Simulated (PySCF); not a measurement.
C2H2Cl, charge -1, singlet, geometry from GFN2-xTB; WB97X/cc-pVDZ (PySCF).

Here is a job for PySCF.
```python
from pyscf import gto, scf, dft

mol = gto.M(
    atom='''
C    -0.11782134    0.97244023    0.00402460
C     1.20949826    1.06784053    0.01132795
Cl   -0.59700984   -0.85895942   -0.00717248
H     1.97685805    0.28124257    0.01154024
H     1.62224777    2.07938296    0.01827654
''',
    basis='cc-pvdz',
    charge=-1,
    verbose=4,
)

mf = dft.RKS(mol)
mf.xc = 'wb97x'
mf.kernel()
```

### Question
Predict the main parts of the log of this PySCF run.

### Answer

```
PySCF version 2.14.0

[INPUT] verbose = 4
[INPUT] num. atoms = 5
[INPUT] num. electrons = 32
[INPUT] charge = -1
[INPUT] spin (= nelec alpha-beta = 2S) = 0
[INPUT] symmetry False subgroup None
[INPUT] Mole.unit = angstrom
[INPUT] Symbol           X                Y                Z      unit          X                Y                Z       unit  Magmom
[INPUT]  1 C     -0.117821340000   0.972440230000   0.004024600000 AA   -0.222650064229   1.837645707209   0.007605391761 Bohr   0.0
[INPUT]  2 C      1.209498260000   1.067840530000   0.011327950000 AA    2.285620459538   2.017926146410   0.021406723053 Bohr   0.0
[INPUT]  3 Cl    -0.597009840000  -0.858959420000  -0.007172480000 AA   -1.128185091270  -1.623198055915  -0.013554022834 Bohr   0.0
[INPUT]  4 H      1.976858050000   0.281242570000   0.011540240000 AA    3.735720301642   0.531471431869   0.021807893012 Bohr   0.0
[INPUT]  5 H      1.622247770000   2.079382960000   0.018276540000 AA    3.065603991486   3.929464302487   0.034537655105 Bohr   0.0

nuclear repulsion = 77.964858515188
number of shells = 21
number of NR pGTOs = 107
number of NR cGTOs = 56
basis = cc-pvdz
ecp = {}

******** <class 'pyscf.dft.rks.RKS'> ********
method = RKS
initial guess = minao
damping factor = 0
level_shift factor = 0
DIIS = <class 'pyscf.scf.diis.CDIIS'>
diis_start_cycle = 1
diis_space = 8
diis_damp = 0
SCF conv_tol = 1e-09
SCF conv_tol_grad = None
SCF max_cycles = 50
direct_scf = True
direct_scf_tol = 1e-13
XC library pyscf.dft.libxc version 7.1.2
    S. Lehtola, C. Steigemann, M. J. T. Oliveira, and M. A. L. Marques,  SoftwareX 7, 1–5 (2018)
XC functionals = wb97x
    J.-D. Chai and M. Head-Gordon,  J. Chem. Phys. 128, 084106 (2008)
radial grids:
    Treutler-Ahlrichs [JCP 102, 346 (1995); DOI:10.1063/1.469408] (M4) radial grids

becke partition: Becke, JCP 88, 2547 (1988); DOI:10.1063/1.454033
pruning grids: <function nwchem_prune>
grids dens level: 3
symmetrized grids: False
atomic radii adjust function: <function treutler_atomic_radii_adjust>
small_rho_cutoff = 0
Set gradient conv threshold to 3.16228e-05
Initial guess from minao.
tot grids = 66736
init E= -537.562808492564
  HOMO = -0.240350017438144  LUMO = 0.0110534560798192  gap/eV = 6.84104
cycle= 1 E= -537.497968575111  delta_E= 0.0648  |g|= 0.318  |ddm|=  2.1
  HOMO = -0.0256305144049569  LUMO = 0.364211116450319  gap/eV = 10.60813
cycle= 2 E= -537.527106990173  delta_E= -0.0291  |g|= 0.158  |ddm|= 0.669
  HOMO = -0.0731063113812294  LUMO = 0.343404497221527  gap/eV = 11.33384
cycle= 3 E= -537.533604982305  delta_E= -0.0065  |g|= 0.0173  |ddm|= 0.196
  HOMO = -0.0744559971818566  LUMO = 0.344416599960572  gap/eV = 11.39810
cycle= 4 E= -537.533814148127  delta_E= -0.000209  |g|= 0.00807  |ddm|= 0.0831
  HOMO = -0.0759940105469514  LUMO = 0.343552620707446  gap/eV = 11.41645
cycle= 5 E= -537.533847844457  delta_E= -3.37e-05  |g|= 0.00342  |ddm|= 0.0336
  HOMO = -0.0753550535695293  LUMO = 0.343815709833281  gap/eV = 11.40622
cycle= 6 E= -537.533854143767  delta_E= -6.3e-06  |g|= 0.00145  |ddm|= 0.0132
  HOMO = -0.0755313477799966  LUMO = 0.343799335713599  gap/eV = 11.41057
cycle= 7 E= -537.533855468031  delta_E= -1.32e-06  |g|= 0.000329  |ddm|= 0.00646
  HOMO = -0.0755344938064377  LUMO = 0.34381328016596  gap/eV = 11.41103
cycle= 8 E= -537.533855609244  delta_E= -1.41e-07  |g|= 7.6e-05  |ddm|= 0.00213
  HOMO = -0.0755294858686515  LUMO = 0.343818629694048  gap/eV = 11.41104
cycle= 9 E= -537.533855617027  delta_E= -7.78e-09  |g|= 2.26e-05  |ddm|= 0.00037
  HOMO = -0.0755307069469868  LUMO = 0.343814137836197  gap/eV = 11.41095
cycle= 10 E= -537.533855617368  delta_E= -3.41e-10  |g|= 9.5e-06  |ddm|= 7.43e-05
  HOMO = -0.0755287969966858  LUMO = 0.343816715026617  gap/eV = 11.41097
Extra cycle  E= -537.533855617404  delta_E= -3.59e-11  |g|= 6.49e-06  |ddm|= 2.14e-05
converged SCF energy = -537.533855617404
```
